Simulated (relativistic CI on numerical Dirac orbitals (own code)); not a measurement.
# What each ingredient does to the levels of Lu XXX

Base calculation: Dirac-Coulomb-Breit CI, orbitals from a KLI potential per configuration, QED by a radiative potential, unscaled Slater integrals.

Configurations in the expansion (outside the closed core [Ar] 3d10): 4s2.4p6.4d6, 4s2.4p5.4d7, 4s2.4p6.4d5.4f, 4s2.4p4.4d8, 4s.4p6.4d7, 4p6.4d8, 4s.4p6.4d6.4f, 4s2.4p6.4d5.5s, 4s.4p5.4d8, 4s2.4p6.4d5.5d, 4s2.4p6.4d4.5s2, 4s2.4p4.4d7.5s, 4s2.4p6.4d5.6s, 4s.4p6.4d6.5s, 4p6.4d7.5s, 4s.4p6.4d5.5s2. Levels of other configurations are missing.

Variants: (1) P86 correlation estimate; (2) only the first configuration; (3) non-relativistic limit. Shifts of the energy above 4s2.4p6.4d6 5D_4, in cm⁻¹, for the lowest level and the first level of each name with at least 55 % of one term (blank where a level changes its place among those of its configuration and J or its character, or is not in the variant):

| Level | Base | Δ(1) | Δ(2) | Δ(3) |
| --- | --- | --- | --- | --- |
| 4s2.4p6.4d6 5D_4 | 0 | 0 | 0 | 0 |
| 4s2.4p6.4d6 5D_3 | 86548 | -2 | -1539 | -86548 |
| 4s2.4p6.4d6 5D_1 | 98433 | 0 | +770 | -98432 |
| 4s2.4p6.4d6 3G_5 | 125135 | -3 | -3192 |  |
| 4s2.4p6.4d6 3H_6 | 127947 | -5 | -4960 | -67809 |
| 4s2.4p6.4d6 3H_5 | 232961 | -4 | -3717 |  |
| 4s2.4p6.4d6 1I_6 | 248014 | -5 | -5668 | -157436 |
| 4s2.4p6.4d6 1G_4 | 268355 | -1 | -80 | -179893 |
| 4s2.4p6.4d6 3F_4 | 309557 | +1 |  |  |
| 4s2.4p6.4d6 1D_2 | 365715 | +6 |  |  |
| 4s2.4p6.4d6 1S_0 | 399058 | +6 | +7276 |  |
| 4s2.4p5.4d7 5G°_6 | 1266873 | +1336 |  | -127571 |
| 4s2.4p5.4d7 5G°_5 | 1373641 | +1325 |  |  |
| 4s2.4p5.4d7 3H°_6 | 1397585 | +1315 |  | -205813 |

At this charge energies of transitions that change n are usually good to better than 1 %, and those within a shell (Δn = 0) to a few per cent. Terms inside the open d or f shell come out 10 to 20 % too wide with unscaled integrals.

Ionisation energy from the two ground configurations alone: base 1129.43 eV; P86 correlation estimate 1131.46 eV. The NIST ASD value (theoretical) is 1130 eV.

LS names give the leading component of a level, which can be under half, so a name can repeat, a term be missing and a line seem to break the LS rules.
